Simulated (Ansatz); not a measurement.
Ansatz (a program for electronic structure) input (B3LYP/6-31G*):

Ansatz 0.2 input:
```yaml
crystal:
  periodic: [false, false, false]
  atoms:
    - {symbol: B, position_ang: [-0.00000000, -0.00000000, -0.78559512]}
    - {symbol: F, position_ang: [0.00000000, 0.00000000, 0.43644174]}
basis:
  gaussian:
    orbitals: 6-31G*
hamiltonian:
  xc: {name: B3LYP}
total_charge: 1
magnetization: {spin_polarized: true, initial_magnetization: 1}
phonons: {temperatures: {t_min: 298.15, t_max: 298.15, t_step: 100}}
```

Output:

```
Functional definition: B3LYP
integrals: 0.00 GiB planned
265 factors; their error is unknown
mean field: 0.07 GiB planned
mean field evaluation 1: about -3368.5576 eV, gradient 6.4e1 eV
mean field evaluation 2: about -3256.0905 eV, gradient 1.7e2 eV
mean field evaluation 4: about -3381.3244 eV, gradient 1.8e0 eV
mean field evaluation 8: about -3381.3329 eV, gradient 1.0e-2 eV
mean field -3381.33289406 eV, -124.2616919069 hartree, gradient 1.3e-5 eV, S^2 0.752274; 0 other end points of the search recorded, 0 dependent functions left out
the calculation of the forces begins
reference -3381.33300513 eV, -124.2616959888 hartree; 7, 6 occupied and 23, 24 virtual orbitals, 265 factors
these checks for a lower state are left out or cut short: stability, starts, cluster_reference, orbital_swaps, neighbouring_geometries, increment
integrals: 0.00 GiB planned
265 factors; their error is unknown
mean field: 0.07 GiB planned
mean field evaluation 16: about -3381.3393 eV, gradient 1.1e-1 eV
mean field -3381.33289406 eV, -124.2616919071 hartree, gradient 3.7e-7 eV, S^2 0.752274; 0 other end points of the search recorded, 0 dependent functions left out
the calculation of the forces begins
reference -3381.33300514 eV, -124.2616959890 hartree; 7, 6 occupied and 23, 24 virtual orbitals, 265 factors
these checks for a lower state are left out or cut short: stability, starts, cluster_reference, orbital_swaps, neighbouring_geometries, increment
integrals: 0.00 GiB planned
265 factors; their error is unknown
mean field: 0.07 GiB planned
mean field -3381.33289406 eV, -124.2616919071 hartree, gradient 3.7e-7 eV, S^2 0.752274; 0 other end points of the search recorded, 0 dependent functions left out
the calculation of the forces begins
reference -3381.33300514 eV, -124.2616959890 hartree; 7, 6 occupied and 23, 24 virtual orbitals, 265 factors
these checks for a lower state are left out or cut short: stability, starts, cluster_reference, orbital_swaps, neighbouring_geometries, increment
integrals: 0.00 GiB planned
265 factors; their error is unknown
mean field: 0.07 GiB planned
mean field evaluation 32: about -3381.3329 eV, gradient 7.0e-5 eV
mean field -3381.33289406 eV, -124.2616919071 hartree, gradient 3.7e-7 eV, S^2 0.752274; 0 other end points of the search recorded, 0 dependent functions left out
the calculation of the forces begins
reference -3381.33300514 eV, -124.2616959890 hartree; 7, 6 occupied and 23, 24 virtual orbitals, 265 factors
these checks for a lower state are left out or cut short: stability, starts, cluster_reference, orbital_swaps, neighbouring_geometries, increment
integrals: 0.00 GiB planned
265 factors; their error is unknown
mean field: 0.07 GiB planned
mean field -3381.33289406 eV, -124.2616919071 hartree, gradient 3.7e-7 eV, S^2 0.752274; 0 other end points of the search recorded, 0 dependent functions left out
the calculation of the forces begins
reference -3381.33300514 eV, -124.2616959890 hartree; 7, 6 occupied and 23, 24 virtual orbitals, 265 factors
these checks for a lower state are left out or cut short: stability, starts, cluster_reference, orbital_swaps, neighbouring_geometries, increment
integrals: 0.00 GiB planned
265 factors; their error is unknown
mean field: 0.07 GiB planned
mean field -3381.33265938 eV, -124.2616832825 hartree, gradient 7.2e-7 eV, S^2 0.752265; 0 other end points of the search recorded, 0 dependent functions left out
the calculation of the forces begins
reference -3381.33277041 eV, -124.2616873628 hartree; 7, 6 occupied and 23, 24 virtual orbitals, 265 factors
these checks for a lower state are left out or cut short: stability, starts, cluster_reference, orbital_swaps, neighbouring_geometries, increment
integrals: 0.00 GiB planned
265 factors; their error is unknown
mean field: 0.07 GiB planned
mean field -3381.33267355 eV, -124.2616838033 hartree, gradient 7.2e-7 eV, S^2 0.752283; 0 other end points of the search recorded, 0 dependent functions left out
the calculation of the forces begins
reference -3381.33278467 eV, -124.2616878868 hartree; 7, 6 occupied and 23, 24 virtual orbitals, 265 factors
these checks for a lower state are left out or cut short: stability, starts, cluster_reference, orbital_swaps, neighbouring_geometries, increment
integrals: 0.00 GiB planned
265 factors; their error is unknown
mean field: 0.07 GiB planned
mean field evaluation 64: about -3381.3329 eV, gradient 1.6e-6 eV
mean field -3381.33289406 eV, -124.2616919071 hartree, gradient 3.7e-7 eV, S^2 0.752274; 0 other end points of the search recorded, 0 dependent functions left out
the calculation of the forces begins
reference -3381.33300514 eV, -124.2616959890 hartree; 7, 6 occupied and 23, 24 virtual orbitals, 265 factors
these checks for a lower state are left out or cut short: stability, starts, cluster_reference, orbital_swaps, neighbouring_geometries, increment
integrals: 0.00 GiB planned
265 factors; their error is unknown
mean field: 0.07 GiB planned
mean field -3381.33289406 eV, -124.2616919071 hartree, gradient 3.7e-7 eV, S^2 0.752274; 0 other end points of the search recorded, 0 dependent functions left out
the calculation of the forces begins
reference -3381.33300514 eV, -124.2616959890 hartree; 7, 6 occupied and 23, 24 virtual orbitals, 265 factors
these checks for a lower state are left out or cut short: stability, starts, cluster_reference, orbital_swaps, neighbouring_geometries, increment
integrals: 0.00 GiB planned
265 factors; their error is unknown
mean field: 0.07 GiB planned
mean field -3381.33289406 eV, -124.2616919071 hartree, gradient 3.7e-7 eV, S^2 0.752274; 0 other end points of the search recorded, 0 dependent functions left out
the calculation of the forces begins
reference -3381.33300514 eV, -124.2616959890 hartree; 7, 6 occupied and 23, 24 virtual orbitals, 265 factors
these checks for a lower state are left out or cut short: stability, starts, cluster_reference, orbital_swaps, neighbouring_geometries, increment
integrals: 0.00 GiB planned
265 factors; their error is unknown
mean field: 0.07 GiB planned
mean field -3381.33289406 eV, -124.2616919071 hartree, gradient 3.7e-7 eV, S^2 0.752274; 0 other end points of the search recorded, 0 dependent functions left out
the calculation of the forces begins
reference -3381.33300514 eV, -124.2616959890 hartree; 7, 6 occupied and 23, 24 virtual orbitals, 265 factors
these checks for a lower state are left out or cut short: stability, starts, cluster_reference, orbital_swaps, neighbouring_geometries, increment
integrals: 0.00 GiB planned
265 factors; their error is unknown
mean field: 0.07 GiB planned
mean field -3381.33267355 eV, -124.2616838033 hartree, gradient 7.2e-7 eV, S^2 0.752283; 0 other end points of the search recorded, 0 dependent functions left out
the calculation of the forces begins
reference -3381.33278467 eV, -124.2616878868 hartree; 7, 6 occupied and 23, 24 virtual orbitals, 265 factors
these checks for a lower state are left out or cut short: stability, starts, cluster_reference, orbital_swaps, neighbouring_geometries, increment
integrals: 0.00 GiB planned
265 factors; their error is unknown
mean field: 0.07 GiB planned
mean field evaluation 96: about -3381.3391 eV, gradient 1.4e-1 eV
mean field -3381.33265938 eV, -124.2616832825 hartree, gradient 7.2e-7 eV, S^2 0.752265; 0 other end points of the search recorded, 0 dependent functions left out
the calculation of the forces begins
reference -3381.33277041 eV, -124.2616873628 hartree; 7, 6 occupied and 23, 24 virtual orbitals, 265 factors
Total energy: -3381.33300513 eV, -124.2616959888 hartree
Atom 0 at    -0.000000    -0.000000    -0.785595 Å, force     0.000000    -0.000000    -0.002325 eV/Å
Atom 1 at     0.000000     0.000000     0.436442 Å, force    -0.000000     0.000000     0.002325 eV/Å
Dipole moment:     0.000000     0.000000    -0.709612 e Å
Vibrations: 1695.50 cm⁻¹, zero-point energy 0.105108 eV
```

The blocks after the first are displaced geometries, from whose forces the wavenumbers follow.

The dipole moment of an ion depends on the origin.
